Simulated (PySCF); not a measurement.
Isomers of C2H11NOSi2. The calculation used PBE0-D3(BJ)/def2-SVP geometry optimisation, gas phase (PySCF 2.14.0). One conformer each; no zero-point energy, no entropy. No frequencies were run at this level. Point groups hold within 0.08 Å.

**Question.** Rank from lowest to highest electronic energy at this level (kcal/mol).
A. `[CH3:1][CH2:2][O:3][SiH2:4][NH:5][SiH3:6]` with C1–C2–O3–Si4 -177°, C2–O3–Si4–N5 176°, O3–Si4–N5–Si6 -3°
B. `[CH3:1][O:2][CH2:3][SiH2:4][NH:5][SiH3:6]` with C1–O2–C3–Si4 -74°, O2–C3–Si4–N5 -36°, C3–Si4–N5–Si6 -3°
C. `[CH3:1][O:2][C@H:3]([SiH3:4])[SiH2:5][NH2:6]` with C1–O2–C3–Si4 -86°, O2–C3–Si5–N6 -51°, C3–Si5–N6–H -178° and 46°
D. `[CH3:1][O:2][CH2:3][SiH2:4][SiH2:5][NH2:6]` with C1–O2–C3–Si4 180°, O2–C3–Si4–Si5 43°, C3–Si4–Si5–N6 170°, Si4–Si5–N6–H 52° and -172°
E. `[NH2:1][SiH2:2][CH2:3][CH2:4][SiH2:5][OH:6]` with H–N1–Si2–C3 -64° and 168°, N1–Si2–C3–C4 -70°, Si2–C3–C4–Si5 69°, C3–C4–Si5–O6 -67°, C4–Si5–O6–H 53°
F. `[CH3:1][CH2:2][O:3][Si@@H:4]([NH2:5])[SiH3:6]` with C1–C2–O3–Si4 -171°, C2–O3–Si4–N5 59°, O3–Si4–N5–H 67° and -92°
G. `[CH3:1][CH2:2][O:3][SiH2:4][SiH2:5][NH2:6]` with C1–C2–O3–Si4 82°, C2–O3–Si4–Si5 171°, O3–Si4–Si5–N6 -174°, Si4–Si5–N6–H -167° and 55°

**Answer.** E (0.0), A (6.7), F (15.4), G (23.3), B (40.9), D (53.3), C (55.8).

As drawn, the lowest has an O–H bond and an Si–O bond, which the highest lacks. Neighbours under 2.5 kcal/mol apart (COC[SiH2][SiH2]N and CO[C@H]([SiH3])[SiH2]N) can change places with a better method, another conformer or zero-point energy.

```json
{"SMILES": "N[SiH2]CC[SiH2]O", "E (Eh)": "-791.05454", "E rel (kcal/mol)": "0.0", "dipole (D)": "3.24", "point group": "C1", "A, B, C (MHz)": "3131, 1575, 1149"}
{"SMILES": "CCO[SiH2]N[SiH3]", "E (Eh)": "-791.04394", "E rel (kcal/mol)": "6.7", "dipole (D)": "1.19", "point group": "near Cs", "A, B, C (MHz)": "3264, 1323, 974.5"}
{"SMILES": "CCO[Si@@H](N)[SiH3]", "E (Eh)": "-791.02995", "E rel (kcal/mol)": "15.4", "dipole (D)": "2.41", "point group": "C1", "A, B, C (MHz)": "3427, 1154, 938.6"}
{"SMILES": "CCO[SiH2][SiH2]N", "E (Eh)": "-791.01733", "E rel (kcal/mol)": "23.3", "dipole (D)": "1.18", "point group": "C1", "A, B, C (MHz)": "7515, 818.6, 790.6"}
{"SMILES": "COC[SiH2]N[SiH3]", "E (Eh)": "-790.98935", "E rel (kcal/mol)": "40.9", "dipole (D)": "1.54", "point group": "C1", "A, B, C (MHz)": "2543, 1923, 1308"}
{"SMILES": "COC[SiH2][SiH2]N", "E (Eh)": "-790.96956", "E rel (kcal/mol)": "53.3", "dipole (D)": "0.34", "point group": "C1", "A, B, C (MHz)": "4403, 1014, 862.3"}
{"SMILES": "CO[C@H]([SiH3])[SiH2]N", "E (Eh)": "-790.96564", "E rel (kcal/mol)": "55.8", "dipole (D)": "1.56", "point group": "C1", "A, B, C (MHz)": "2680, 1633, 1078"}
```

**Question.** How do the relative energies change in single points at PBE0/pcSseg-1 (no added dispersion term) on the same geometries?

**Answer.** 
| SMILES | PBE0-D3(BJ)/def2-SVP (kcal/mol) | PBE0/pcSseg-1 (kcal/mol) | shift |
| --- | --- | --- | --- |
| N[SiH2]CC[SiH2]O | 0.0 | 0.0 | 0.0 |
| CCO[SiH2]N[SiH3] | 6.7 | 5.9 | -0.8 |
| CCO[Si@@H](N)[SiH3] | 15.4 | 13.6 | -1.8 |
| CCO[SiH2][SiH2]N | 23.3 | 21.7 | -1.6 |
| COC[SiH2]N[SiH3] | 40.9 | 41.5 | +0.6 |
| COC[SiH2][SiH2]N | 53.3 | 51.8 | -1.5 |
| CO[C@H]([SiH3])[SiH2]N | 55.8 | 55.2 | -0.6 |

Each column counts from its own lowest isomer. The order is unchanged; the largest shift is 1.8 kcal/mol.
